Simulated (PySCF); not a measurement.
[C6H6ClF]+: g tensor and hyperfine couplings

C6H6ClF (charge +1 and doublet state).
Geometry (GFN2-xTB, Å), atoms numbered from 1 in this order:
```xyz
14
C6H6ClF angstrom
C      2.5583   -0.0774   -0.2453
C      1.4410   -0.4829   -0.0086
C      0.0962   -0.8686    0.2678
C     -0.8451   -0.5158   -0.9104
C     -1.0040    0.8554   -0.2417
Cl     0.2613    1.9657   -0.7678
C     -0.6190    0.2235    1.1228
F      0.1413    0.9621    1.9403
H      3.5504    0.2240   -0.4434
H      0.0362   -1.8823    0.6716
H     -0.4057   -0.5278   -1.9036
H     -1.7663   -1.0936   -0.9008
H     -1.9679    1.3664   -0.2921
H     -1.4773   -0.1491    1.6890
```

As a line formula: `[H]/[C+]=[C]/[C@@H]1C[C@H](Cl)[C@@H]1F` [radical] (charge +1).

Method used: UKS B3LYP, pcH-1 on C Cl F H, non-relativistic, mean-field spin-orbit, GIAO (PySCF). Isolated species at its GFN2-xTB geometry (one conformer only). A GFN2-xTB geometry isn't a minimum of the functional, and hyperfine couplings can be far from their values at a DFT geometry, by a factor of two or more for some ions and for spin on atoms past the first row. The SCF solution wasn't tested for stability.

```json
{"g1, g2, g3": "2.00278, 2.01212, 2.03212", "g_iso": "2.01567", "Form of g": "rhombic: the two nearest values differ by 32 % of g3 − g1", "⟨S²⟩": "0.7533 (exact 0.7500)", "HOMO–LUMO gap, α and β orbitals": "7.67, 2.29 eV"}
```

Isotropic coupling and dipolar principal values T1 to T3, in G (MHz turned into gauss with g_iso; 10 G = 1 mT):

| atom | isotope | a_iso | of which spin–orbit | T1 | T2 | T3 | Mulliken spin population |
| --- | --- | --- | --- | --- | --- | --- | --- |
| C1 | 13C | 9.2 | -0.1 | -12.5 | -12.3 | 24.8 | 0.38 |
| C2 | 13C | -2.4 | -0.1 | -8.6 | -4.7 | 13.3 | 0.15 |
| C3 | 13C | -2.9 | 0.0 | -2.4 | -2.0 | 4.4 | 0.01 |
| C4 | 13C | -0.5 | 0.1 | -1.4 | -1.0 | 2.4 | 0.03 |
| C5 | 13C | -1.3 | 0.2 | -2.2 | -2.0 | 4.2 | 0.00 |
| Cl6 | 35Cl | 10.1 | 1.8 | -21.3 | -20.8 | 42.1 | 0.30 |
| C7 | 13C | -0.1 | 0.1 | -2.4 | -2.1 | 4.5 | 0.05 |
| F8 | 19F | 3.9 | 0.5 | -12.6 | -11.0 | 23.6 | 0.02 |
| H9 | 1H | -12.0 | 0.0 | -5.9 | -1.3 | 7.1 | -0.02 |
| H10 | 1H | 40.8 | 0.0 | -1.6 | -1.3 | 3.0 | 0.04 |
| H11 | 1H | -1.1 | 0.0 | -0.5 | -0.4 | 0.9 | 0.00 |
| H12 | 1H | -1.5 | 0.0 | -0.9 | -0.4 | 1.3 | 0.00 |
| H13 | 1H | 40.9 | 0.0 | -1.6 | -1.1 | 2.8 | 0.04 |
| H14 | 1H | -1.9 | 0.0 | -1.3 | -0.5 | 1.8 | 0.00 |

Largest spin populations (Mulliken): C1 (+0.38), Cl6 (+0.30) and C2 (+0.15).

C2, the radical centre as drawn in `[H]/[C+]=[C]/[C@@H]1C[C@H](Cl)[C@@H]1F`, holds a spin population of +0.15 out of 1.

Axes: g3 points within 2° of the C5–Cl6 bond.

Under fast tumbling the dipolar parts average out, and these isotropic splittings remain (the largest six): 1 × 1H (H13, I = 1/2, 2 lines) with 4.09 mT, 1 × 1H (H10, I = 1/2, 2 lines) with 4.08 mT, 1 × 1H (H9, I = 1/2, 2 lines) with 1.20 mT, 1 × 35Cl (Cl6, I = 3/2, 4 lines) with 1.01 mT, 1 × 19F (F8, I = 1/2, 2 lines) with 0.39 mT and 1 × 1H (H14, I = 1/2, 2 lines) with 0.19 mT.

Main isotope only: 35Cl (natural samples also hold 24 % 37Cl, magnetic too, which adds its own pattern).

The 13C coupling of C1 (25.9 MHz) shows only in satellite lines or after enrichment, since that isotope makes up about 1.07 % of natural carbon.

Examples of negative spin density at the nucleus (bohr⁻³): H9 (-0.0076), C3 (-0.0072) and C2 (-0.0058).

The run took 85 s wall (grids of density and orbitals included) on Arm Neoverse V1, one thread, shared host, and the process peaked at 1.1 GiB of memory.
